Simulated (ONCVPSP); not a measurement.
## Rh (Z = 45), ONCV: configuration errors across variants

Rh, optimised norm-conserving Vanderbilt (ONCV), made with ONCVPSP 4.0.1 (LDA (Perdew-Zunger), scalar-relativistic). Core [Ar] 3d10, reference 4s2 4p6 4d6 (charge +3). Waves: 4s: rc 1.65 bohr, ncon 4, nbas 8, qcut 9.4 1/bohr, 3 projectors, debl 1.5 Ha; 4p: rc 1.30 bohr, ncon 5, nbas 9, qcut 8.3 1/bohr, 2 projectors, debl 1.5 Ha; 4d: rc 2.05 bohr, ncon 5, nbas 10, qcut 6.6 1/bohr, 2 projectors, debl 0.8 Ha. Local part: polynomial inside 0.95 bohr (lpopt 5, dvloc0 1 Ha). Core correction: none.

In the s channel the program set the typed energies aside and used -4.358, 0.050, 1.550 Ha. In the p channel the program set the typed energies aside and used -3.167, 0.250 Ha. In the d channel the program set the typed energies aside and used -1.460, 0.250 Ha.

All-electron excitation energies from the reference (eV): (1) 4s2 4p6 4d8 5s1 -60.294; (2) 4s2 4p6 4d8 -52.502; (3) 4s2 4p6 4d7 -32.735; (4) 4s2 4p6 4d7 5s1 -48.951.

2 further variants failed, have other tests or another functional or relativity, and are left out.

Errors AE − PS in meV (a dash: test not solved or not reliable):

| change | (1) | (2) | (3) | (4) | bound ghosts | GHOST(+) flags above zero |
| --- | --- | --- | --- | --- | --- | --- |
| base | +39 | +54 | +23 | +17 | none | s |
| p: rc 1.02 | +39 | +54 | +23 | +17 | none | s |
| p: nbas 10 | +39 | +54 | +23 | +17 | none | s |
| all radii scaled by about 0.82 (s 1.34, p 1.06, d 1.68 bohr); local potential polynomial inside 0.78 bohr (lpopt 5, dvloc0 1 Ha) | +15 | +18 | +9.3 | +8.8 | none | s, d |
| local potential polynomial inside 0.95 bohr (lpopt 5, dvloc0 5.5 Ha) | +39 | +54 | +23 | +17 | none | s |
| s: qcut 7.8; p: qcut 6.9; d: qcut 5.5 | +71 | +99 | +40 | +27 | none | s, d |
| local potential polynomial inside 1.00 bohr (lpopt 5, dvloc0 1 Ha) | +39 | +54 | +23 | +17 | none | s |
| s: qcut 7.9 | +39 | +54 | +23 | +16 | none | s |

(1) Give the same row for: s: rc 1.96.

## Answers

(1) +40, +54, +23, +17; bound ghosts: none; GHOST(+) flags above zero: s.
